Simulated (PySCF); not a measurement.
C₂H₈O₂Si, SMILES C[C@H](O)[SiH2]O.

Geometry: PBE0-D3(BJ)/def2-SVP. The structure was generated by enumeration; whether it is a known compound was not checked. One conformer was computed; it need not be the lowest.

Level of theory: TDA-PBE/def2-SVPD (PySCF).

Vertical excitations. Isolated molecule, no solvent.

```csv
state,energy (eV),λ (nm),f,main pairs
S1,5.59,222,0.009,HOMO→LUMO 94 %
S2,5.84,212,0.002,HOMO→LUMO+1 94 %
S3,6.53,190,0.010,HOMO−1→LUMO 95 %
S4,6.72,184,0.005,HOMO→LUMO+2 96 %
S5,6.79,183,0.004,HOMO−1→LUMO+1 94 %
S6,6.94,179,0.051,"HOMO→LUMO+3 71 %, HOMO→LUMO+4 21 %"
S7,7.01,177,0.079,"HOMO→LUMO+4 73 %, HOMO→LUMO+3 21 %"
S8,7.30,170,0.035,HOMO−2→LUMO 93 %
S9,7.38,168,0.015,"HOMO→LUMO+6 53 %, HOMO→LUMO+5 42 %"
S10,7.48,166,0.045,"HOMO→LUMO+5 48 %, HOMO→LUMO+6 38 %, HOMO−2→LUMO+1 7 %"
T1,5.28,235,0,HOMO→LUMO 99 %
T2,5.60,221,0,HOMO→LUMO+1 99 %
T3,6.28,197,0,HOMO−1→LUMO 96 %
T4,6.57,189,0,HOMO→LUMO+2 93 %
```
Triplets are in the Tamm–Dancoff approximation.
